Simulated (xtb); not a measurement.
Be(SH)(SeH) (BeH₂SSe), SMILES [SH][Be][SeH]. All values are semi-empirical tight-binding results from xtb (GFN2-xTB unless named), good for trends rather than for accurate numbers. Coordinates come from a GFN2-xTB optimisation. The values are those of a single conformer.

For metal compounds this method's bond lengths and energies can be far off.

Computed properties:
```yaml
orbital_gap: 4.36 eV
zero_point_energy: 10.3 kcal/mol
G − E(el) at 298.15 K (modified RRHO): -8.0 kcal/mol
```
